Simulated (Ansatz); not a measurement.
Consider the formal hydrolysis of a Ga–I bond: `[F][Ga]([F])[I]` + H₂O → `[OH][Ga]([F])[F]` + HI.

Calculated with Ansatz (gas phase, PBE0-D4/def2-TZVP geometries, no zero-point term in ΔE). CBS: MP2 limit from def2 TZ/QZ plus the TZ coupled-cluster correction, frozen cores. This one scheme is used for every species. DFT in def2-TZVPP. B3LYP here is the variant with VWN-RPA as its local correlation; programs differ in this. HSE06 is defined as in plane-wave codes. Elements past krypton have def2 core potentials. For Ga, I outer-core shells are correlated without core-valence functions, which leaves a few kJ/mol of doubt a bond. Scalar relativity is left out up to krypton. Each species was taken in one conformer, which may not be the lowest.

```tsv
level	ΔE (kcal/mol)	difference from CCSD(T)/CBS
LDA (SPW92)	16.6	-1.5
revPBE-D4	17.8	-0.3
BLYP-D4	16.6	-1.5
r2SCAN-D4	17.5	-0.6
B97M-V	16.4	-1.7
PBE0-D4	19.1	1.0
B3LYP-D4	17.6	-0.5
r2SCANh-D4	17.9	-0.2
r2SCAN0-D4	18.6	0.5
BHLYP-D4	18.9	0.8
CAM-B3LYP-D4	16.0	-2.1
ωB97X-V	16.6	-1.5
B2PLYP	16.3	-1.8
PBE-QIDH	18.2	0.1
PBE	17.6	-0.5
revPBE	17.6	-0.5
BLYP	15.7	-2.4
r2SCAN	17.4	-0.7
PBE0	18.6	0.5
B3LYP	16.6	-1.5
r2SCANh	17.8	-0.3
r2SCAN0	18.4	0.3
HSE06	18.6	0.5
BHLYP	17.4	-0.7
CAM-B3LYP	15.5	-2.6
LC-ωPBE	16.3	-1.8
HF/def2-SVP	17.0	-1.1
MP2/def2-SVP	14.4	-3.7
CCSD/def2-SVP	14.2	-3.9
CCSD(T)/def2-SVP	14.2	-3.9
HF/def2-TZVPP	17.7	-0.4
MP2/def2-TZVPP	16.8	-1.3
SCS-MP2/def2-TZVPP	15.6	-2.5
CCSD/def2-TZVPP	15.7	-2.4
CCSD(T)/def2-TZVPP	15.7	-2.4
HF/def2-QZVPP	17.6	-0.5
MP2/def2-QZVPP	18.1	0.0
HF/CBS(def2)	17.5	-0.6
MP2/CBS(def2)	19.2	1.1
CCSD/CBS(def2)	18.1	0.0
CCSD(T)/CBS	18.1	0
```

Largest T1 diagnostic among the species: 0.015.

Leaving LDA and LC-ωPBE aside and taking each functional with its dispersion term where it has one, the values, not all of them listed here, spread over 3.1 kcal/mol, from CAM-B3LYP-D4 to HSE06-D4. LDA lies −0.9 kcal/mol from PBE without D4. From BLYP to BHLYP (50 % exact exchange), in def2-TZVPP and without D4, ΔE moves by +1.7 kcal/mol. At CCSD(T), def2-SVP lies −3.9 kcal/mol from the extrapolated value and def2-TZVPP −2.4 kcal/mol.
